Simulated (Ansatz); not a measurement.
A nudged elastic band was laid between two geometries of CH$_{6}$BClSi$_{2}$ (11 atoms, charge 0, multiplicity 1).

Level of theory: Ansatz, UKS PBE-D4/6-31G*.

| Quantity | Value |
| --- | --- |
| movable images | 7 |
| climbing image | yes |
| spring | 5.0 eV/Å² |
| optimiser | quadratic models (default) |
| start path | through a guess of the saddle point |
| force threshold | 0.05 eV/Å |
| iteration limit | 60 |
| end points | relaxed |

Image 0:

```xyz
11
Properties=species:S:1:pos:R:3
Cl -1.232 2.076 -0.107
C 0.259 1.055 -0.462
Si 0.680 0.182 1.208
B -0.742 -1.198 0.734
Si -0.424 -0.598 -1.186
H 0.982 1.682 -1.000
H 0.688 1.068 2.420
H 2.030 -0.483 1.088
H -1.446 -1.975 1.314
H 0.732 -1.405 -1.726
H -1.461 -0.461 -2.262
```

Image 8:

```xyz
11
Properties=species:S:1:pos:R:3
Cl -0.633 2.791 -0.834
C 0.322 1.341 -0.418
Si 0.157 0.518 1.287
B 0.412 -1.388 0.903
Si -0.328 -0.454 -0.893
H 1.353 1.462 -0.782
H -1.160 0.987 1.863
H 1.456 -1.833 0.490
H -0.255 -2.073 1.640
H 0.517 -1.022 -1.985
H -1.777 -0.387 -1.251
```

Problem. Which bonds break or form, and what moves?

Solution. Bonds broken: Si3–H8. Bonds formed: B4–H8.

Problem. What energy profile does the band end with?

Solution. The forces met the threshold. The highest image is number 3 of 0 to 8, 0.084 eV above the first end and 0.406 eV above the last; the last end lies 0.322 eV below the first. The profile has 2 maxima (images 3, 6) with wells between them (image 4): this band takes more than one step, which may be the mechanism or a detour left from its start path. A vibrational analysis at the climbing image gives one clearly imaginary mode, 255i cm⁻¹: a first-order saddle point. The orbitals stay closed-shell, which can raise the energy where a bond breaks towards radicals; this wasn't checked here.

| image | path coordinate (Å) | energy (eV) | Si3–H8 (Å) | B4–H8 (Å) |
| --- | --- | --- | --- | --- |
| 0 | 0.00 | 0.000 | 1.51 | 2.88 |
| 1 | 0.58 | 0.020 | 1.51 | 2.81 |
| 2 | 1.16 | 0.058 | 1.52 | 2.60 |
| 3 | 1.74 | 0.084 | 1.55 | 2.20 |
| 4 | 2.50 | -0.179 | 1.69 | 1.42 |
| 5 | 3.25 | -0.111 | 1.79 | 1.35 |
| 6 | 4.01 | -0.010 | 2.21 | 1.26 |
| 7 | 4.76 | -0.191 | 2.56 | 1.22 |
| 8 | 5.52 | -0.322 | 2.80 | 1.21 |

Problem. What is the geometry of the highest image?

Solution. 
```xyz
11
Properties=species:S:1:pos:R:3:forces:R:3
Cl -0.904 2.460 -0.671 0.00 0.00 0.00
C 0.288 1.102 -0.464 0.00 0.00 0.00
Si 0.288 0.354 1.300 0.00 0.00 0.00
B -0.519 -1.355 0.757 0.00 0.00 0.00
Si -0.347 -0.615 -1.138 0.00 0.00 0.00
H 1.257 1.457 -0.845 0.00 0.00 0.00
H 0.440 1.202 2.532 0.00 0.00 0.00
H 1.507 -0.591 1.160 0.00 0.00 0.00
H -0.760 -2.405 1.281 0.00 0.00 0.00
H 0.537 -1.248 -2.178 0.00 0.00 0.00
H -1.721 -0.419 -1.713 0.00 0.00 0.00
```

The run took 2.8 min on 2 threads of Intel(R) Xeon(R) Platinum 8488C (Sapphire Rapids), on a shared host, peak memory 0.29 GiB.
